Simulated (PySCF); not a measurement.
B, charge +1, singlet. Base run: DF-PBE0/aug-cc-pVDZ (PySCF).

PySCF was given this input:
```python
from pyscf import gto, scf, dft

mol = gto.M(
    atom='''
B     0.00000000    0.00000000    0.00000000
''',
    basis='aug-cc-pvdz',
    charge=1,
    verbose=5,
)

mf = dft.RKS(mol)
mf.xc = 'pbe0'
mf = mf.density_fit(auxbasis='def2-universal-jkfit')
mf.kernel()
```

The base run was repeated with changes; each row names its change, and settings that it needs were set with it.

```tsv
change	basis functions	E (Eh)	HOMO (eV)	HOMO-LUMO gap (eV)
base	23	-24.29814	-20.84	8.83
basis = 3-21G	9	-24.15592	-20.84	8.73
basis = pcseg-0	9	-24.24370	-20.56	8.70
basis = def2-SV(P)	14	-24.26861	-20.64	8.55
basis = pc-1	14	-24.29094	-20.81	8.86
basis = 6-31G**	14	-24.29798	-20.80	8.86
basis = 6-311++G**	22	-24.29942	-20.78	8.83
basis = aug-pcseg-1	23	-24.29101	-20.79	8.86
basis = 6-311+G(2d,p)	27	-24.29942	-20.78	8.83
basis = pc-2	30	-24.30099	-20.81	8.82
basis = aug-cc-pVTZ	46	-24.30050	-20.79	8.83
basis = cc-pVQZ	55	-24.30141	-20.79	8.82
basis = def2-QZVPP	57	-24.30192	-20.79	8.82
```

Totals compare only among sets that treat the same electrons; sets with core potentials leave the core out.
